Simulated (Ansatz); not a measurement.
Input and output for H4O2Se2Ti (`[OH][Ti]([OH])([SeH])[SeH]`).

```yaml
crystal:
  periodic: [false, false, false]
  atoms:
    - {symbol: O, position_ang: [0.185852, 0.919285, -1.296419]}
    - {symbol: Ti, position_ang: [0.300879, -0.137622, 0.117553]}
    - {symbol: O, position_ang: [1.939018, -0.510998, 0.660742]}
    - {symbol: Se, position_ang: [-0.888056, -2.207289, -0.378479]}
    - {symbol: Se, position_ang: [-0.688202, 0.965694, 2.046972]}
    - {symbol: H, position_ang: [-0.025286, 1.820218, -1.540281]}
    - {symbol: H, position_ang: [2.857790, -0.336907, 0.454741]}
    - {symbol: H, position_ang: [-1.582777, -1.529704, -1.483543]}
    - {symbol: H, position_ang: [-2.010819, 0.971025, 1.401613]}
basis:
  gaussian: {orbitals: aug-cc-pVTZ}
hamiltonian: {xc: {name: B3LYP}}
output: {forces: true}
```

```sh
$ ansatz run in.yaml --threads 4 --pin off --events-out ev --progress --plain --max-ram 11315MiB
```

Shortened log:

```
Functional definition: B3LYP
2310 factors; their error is unknown
mean field evaluation 1: about -157973.2784 eV, gradient 8.8e1 eV
mean field evaluation 2: about -157884.0498 eV, gradient 2.4e2 eV
mean field evaluation 4: about -157975.2058 eV, gradient 7.7e1 eV
mean field evaluation 8: about -157985.8885 eV, gradient 4.8e-1 eV
mean field evaluation 16: about -157986.3828 eV, gradient 3.7e-3 eV
mean field -157986.38276362 eV, -5805.8924795468 hartree, gradient 5.7e-5 eV, S^2 0.000000; 0 other end points of the search recorded, 0 dependent functions left out
reference -157986.38309475 eV, -5805.8924917154 hartree; 55, 55 occupied and 340, 340 virtual orbitals, 2310 factors
Total energy: -157986.38309475 eV, -5805.8924917154 hartree
Atom 0 at     0.185852     0.919285    -1.296419 Å, force    -0.004876     0.232062    -0.379046 eV/Å
Atom 1 at     0.300879    -0.137622     0.117553 Å, force    -0.215584    -0.093431     0.125786 eV/Å
Atom 2 at     1.939018    -0.510998     0.660742 Å, force     0.411903    -0.128629     0.165568 eV/Å
Atom 3 at    -0.888056    -2.207289    -0.378479 Å, force    -0.092875    -0.268827    -0.039109 eV/Å
Atom 4 at    -0.688202     0.965694     2.046972 Å, force    -0.059968     0.129697     0.242621 eV/Å
Atom 5 at    -0.025286     1.820218    -1.540281 Å, force    -0.017072     0.098181    -0.053218 eV/Å
Atom 6 at     2.857790    -0.336907     0.454741 Å, force     0.104317     0.010643    -0.010332 eV/Å
Atom 7 at    -1.582777    -1.529704    -1.483543 Å, force    -0.051203    -0.001783    -0.052589 eV/Å
Atom 8 at    -2.010819     0.971025     1.401613 Å, force    -0.074642     0.022086     0.000318 eV/Å
Dipole moment:     0.292000     0.441267    -0.361560 e Å
```

Hardware: 4 threads of an Arm Neoverse V2 on a shared host. Wall time 32 s, peak host memory 2.7 GiB.
